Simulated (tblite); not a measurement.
Compound: C₅H₁₃O₂P.
Structure used (GFN2-xTB), in Å, numbered top down from 1:
```xyz
21
C5H13O2P angstrom
C     -2.7461    0.9823    1.0294
O     -1.6305    0.6494    0.2479
C     -1.9388    0.0821   -1.0041
C     -0.6071   -0.4082   -1.5556
P      0.4068   -0.9042   -0.0619
C      1.3973    0.6895    0.0902
O      2.2690    0.7298    1.1838
C      3.2571   -0.2660    1.1578
H     -3.3814    0.1070    1.2103
H     -3.3470    1.7613    0.5440
H     -2.3623    1.3544    1.9768
H     -2.4196    0.8240   -1.6597
H     -2.6345   -0.7593   -0.8703
H     -0.7460   -1.2697   -2.2087
H     -0.0922    0.3797   -2.1103
H      1.3742   -1.5612   -0.8544
H      0.6827    1.5002    0.2499
H      1.9451    0.8612   -0.8539
H      2.8114   -1.2649    1.2519
H      3.8408   -0.2246    0.2292
H      3.9120   -0.0799    2.0071
```

Method: GFN2-xTB as coded in tblite; computed harmonic values from a numerical Hessian at the method's own geometry, unscaled. Against measured fundamentals such values can be off by several per cent, at times by over 20. Modes of hydrogen on phosphorus can be 10 to 20 % off. One conformer, not necessarily the lowest.

Harmonic wavenumbers (cm⁻¹): 43.0, 77.8, 79.0, 102.4, 129.5, 170.1, 204.2, 220.5, 239.9, 288.3, 349.9, 440.2, 502.4, 686.9, 709.1, 759.8, 788.6, 890.3, 949.5, 960.0, 973.5, 989.5, 1064.0, 1107.5, 1125.3, 1130.0, 1131.4, 1136.5, 1140.7, 1182.6, 1203.3, 1235.7, 1246.1, 1256.2, 1337.4, 1402.9, 1404.4, 1414.9, 1436.9, 1465.9, 1467.9, 1483.8, 1485.3, 1495.1, 2175.5, 2784.1, 2849.9, 2884.6, 2887.4, 2903.3, 2908.5, 2925.3, 2948.1, 2970.0, 2988.1, 3023.9, 3034.0.

A = 2964, B = 893.8, C = 764.9 MHz; mass 136.065 u (most abundant isotopes); point group C1, symmetry number 1.

**Question.** Zero-point energy?

**Answer.** Half the sum of the wavenumbers: 38095 cm⁻¹ = 108.92 kcal/mol.

**Question.** What is S at 400 K and 1 bar for an ideal gas of classical rigid rotors and harmonic oscillators?

**Answer.** Translation 42.12, rotation 30.33, vibration 45.03: S = 117.5 cal/(mol K).

**Question.** And Cp and H(400 K) − H(0)?

**Answer.** Cp = 50.48 cal/(mol K), of which vibrations give 42.53 (their classical limit is 57 R = 113.3); H(400 K) − H(0) = 12.13 kcal/mol without the zero-point energy, 8.96 from vibrations.

**Question.** Which modes carry the vibrational entropy at 400 K?

**Answer.** 43.0 cm⁻¹: 5.70; 77.8 cm⁻¹: 4.52; 79.0 cm⁻¹: 4.49; 102.4 cm⁻¹: 3.98; 129.5 cm⁻¹: 3.52; 170.1 cm⁻¹: 2.99 cal/(mol K); the other 51 give 19.81 together.

**Question.** How do the functions run with temperature in this model?

**Answer.** 
```json
{"T (K)": "50", "S (cal/(mol K))": "59.9", "Cp (cal/(mol K))": "14.9", "H − H(0) (kcal/mol)": "0.53", "G − H(0) (kcal/mol)": "-2.46", "ln q(vib)": "0.66"}
{"T (K)": "100", "S (cal/(mol K))": "72.5", "Cp (cal/(mol K))": "21.7", "H − H(0) (kcal/mol)": "1.46", "G − H(0) (kcal/mol)": "-5.79", "ln q(vib)": "2.23"}
{"T (K)": "298.15", "S (cal/(mol K))": "104.3", "Cp (cal/(mol K))": "39.9", "H − H(0) (kcal/mol)": "7.53", "G − H(0) (kcal/mol)": "-23.56", "ln q(vib)": "8.48"}
{"T (K)": "373.15", "S (cal/(mol K))": "114.1", "Cp (cal/(mol K))": "47.7", "H − H(0) (kcal/mol)": "10.82", "G − H(0) (kcal/mol)": "-31.75", "ln q(vib)": "10.63"}
{"T (K)": "500", "S (cal/(mol K))": "129.8", "Cp (cal/(mol K))": "59.9", "H − H(0) (kcal/mol)": "17.67", "G − H(0) (kcal/mol)": "-47.22", "ln q(vib)": "14.18"}
{"T (K)": "750", "S (cal/(mol K))": "157.7", "Cp (cal/(mol K))": "77.8", "H − H(0) (kcal/mol)": "35.05", "G − H(0) (kcal/mol)": "-83.25", "ln q(vib)": "20.88"}
{"T (K)": "1000", "S (cal/(mol K))": "181.9", "Cp (cal/(mol K))": "89.7", "H − H(0) (kcal/mol)": "56.09", "G − H(0) (kcal/mol)": "-125.77", "ln q(vib)": "27.16"}
```

q(vib) and H(0) count from the zero-point level.

**Question.** Blend soft modes into free rotors: weight 1/[1 + (100 cm⁻¹/ν̃)⁴] for the oscillator and the rest for a rotor with moment μB/(μ + B), μ = h/(8π²ν), B = 10⁻⁴⁴ kg m². What vibrational entropy results?

**Answer.** 41.11 cal/(mol K) in place of 45.03, which changes −T·S at 400 K by +1.56 kcal/mol.

**Question.** What must be added to the electronic energy to get the Gibbs energy at 400 K and 1 bar?

**Answer.** ZPE + [H(400 K) − H(0)] − T·S = 108.92 + 12.13 − 46.99 = 74.06 kcal/mol.

Hindered rotation and anharmonicity are outside this model. Other conformers, if any are populated, would add a mixing term that is left out. The structure is chiral; the term R ln 2 for an equal mix with its mirror image is left out.
